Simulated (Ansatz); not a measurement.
The inner images of a band of AlF₂H₅OSSi (11 atoms, charge 0, multiplicity 1) are given out of order.

The calculation used Ansatz 0.2.0, RKS PBE0-D4/def2-SVP.

First end point:

```xyz
11
Properties=species:S:1:pos:R:3
Al -0.022 0.244 0.421
O -0.739 -0.140 1.910
Si -1.592 -0.869 3.108
H -2.706 -1.702 2.559
H -0.706 -1.746 3.934
H -2.182 0.176 4.005
F 1.630 0.058 0.276
F -0.905 0.090 -0.978
S 0.055 2.715 0.724
H 1.388 2.756 0.486
H 0.218 2.591 2.061
```

Last end point:

```xyz
11
Properties=species:S:1:pos:R:3
Al -0.046 0.757 0.491
O -0.134 0.251 2.339
Si -1.510 -0.679 2.883
H -1.506 -1.952 2.135
H -1.188 -0.900 4.321
H -2.748 0.123 2.757
F 1.227 -0.097 -0.168
F -1.578 0.076 0.274
S 0.174 2.939 0.534
H 1.392 2.883 -0.049
H 0.356 0.773 2.988
```

Q: Put them in order from the first end to the last, with their energies above the first end.
A.
```xyz
11
Properties=species:S:1:pos:R:3
Al -0.027 0.674 0.273
O -0.565 0.451 2.111
Si -1.448 -0.711 3.031
H -1.727 -1.810 2.080
H -0.588 -1.138 4.164
H -2.678 -0.036 3.519
F 1.309 -0.311 0.111
F -1.414 0.203 -0.526
S 0.354 2.848 0.514
H 1.662 2.641 0.788
H -0.441 1.362 2.442
```
B.
```xyz
11
Properties=species:S:1:pos:R:3
Al -0.074 0.272 0.369
O -0.667 -0.178 1.894
Si -1.568 -0.858 3.086
H -2.405 -1.984 2.569
H -0.683 -1.380 4.171
H -2.476 0.172 3.684
F 1.549 0.037 0.062
F -1.090 0.227 -0.946
S 0.152 2.715 0.809
H 1.495 2.640 0.664
H 0.205 2.509 2.145
```
C.
```xyz
11
Properties=species:S:1:pos:R:3
Al -0.085 0.720 0.381
O -0.290 0.372 2.267
Si -1.447 -0.721 2.955
H -1.467 -1.878 2.036
H -0.914 -1.072 4.298
H -2.750 -0.022 3.069
F 1.191 -0.241 -0.100
F -1.621 0.194 -0.041
S 0.294 2.890 0.512
H 1.631 2.718 0.413
H -0.103 1.213 2.718
```
D.
```xyz
11
Properties=species:S:1:pos:R:3
Al -0.084 0.311 0.313
O -0.668 0.064 1.903
Si -1.501 -0.774 3.049
H -2.129 -1.998 2.466
H -0.583 -1.176 4.158
H -2.577 0.094 3.624
F 1.483 -0.153 -0.007
F -1.178 0.277 -0.936
S 0.281 2.717 0.796
H 1.574 2.519 1.142
H -0.180 2.292 2.000
```
E.
```xyz
11
Properties=species:S:1:pos:R:3
Al -0.020 0.454 0.250
O -0.620 0.323 1.946
Si -1.467 -0.654 3.029
H -1.959 -1.852 2.293
H -0.561 -1.065 4.138
H -2.609 0.131 3.575
F 1.466 -0.248 0.008
F -1.215 0.238 -0.882
S 0.228 2.706 0.929
H 1.519 2.528 1.291
H -0.323 1.611 1.929
```

A: B (+0.4 kJ/mol), D (+4.1 kJ/mol), E (+32.5 kJ/mol), A (-10.1 kJ/mol), C (-15.0 kJ/mol).

Time of the run: 4 min on 4 threads of Arm Neoverse V2, with other jobs on the host, peak memory 0.33 GiB.
